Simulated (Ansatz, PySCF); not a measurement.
Gas-phase reaction in SMILES: C=CC[SiH3] [prop-2-enylsilane] → C=C[CH][SiH3] + H atom (the C-H bond breaks)

Wanted: bond dissociation energy (enthalpy at 298 K), in kcal/mol. Conventions: frozen cores in correlated levels; 6-31G* and kin with 6d, 5d where marked; spin-orbit terms left out; UHF or UKS for open shells; dispersion terms only where a functional's name holds one; non-relativistic. First-principles rows: single points at B3LYP-D3(BJ) geometries (Ansatz, a quantum-chemistry and plane-wave program), with unscaled harmonic terms from B3LYP/6-31G* (Ansatz) at its own minima. A UHF reference is markedly spin-contaminated in at least one set, which strains HF and MP2.

```
level                           program  bond dissociation energy (enthalpy at 298 K) (kcal/mol)
-----------------------  --------------  -------------------------------------------------------
HF/3-21G                         Ansatz                                                     56.9
BLYP/6-31G*                      Ansatz                                                     79.0
BP86/def2-SVP                     PySCF                                                     81.9
B3LYP/6-31G**                    Ansatz                                                     82.2
B3LYP/def2-SVP                   Ansatz                                                     80.8
MP2/STO-3G                       Ansatz                                                    105.9
PBE/def2-TZVPD                   Ansatz                                                     79.9
B3LYP-D3(BJ)/def2-TZVPD  Ansatz + dftd3                                                     82.0
```

No value to compare with is used here. The 6 habitual levels span 56.9 (HF/3-21G) to 105.9 kcal/mol (MP2/STO-3G); PBE/def2-TZVPD gives 79.9.

The levels are drawn from those run, B3LYP/6-31G* more often than the rest, none by its result; left out are runs that failed, that the program found above a lower state of the same kind, or whose <S^2> lies over 0.5 above the pure value.
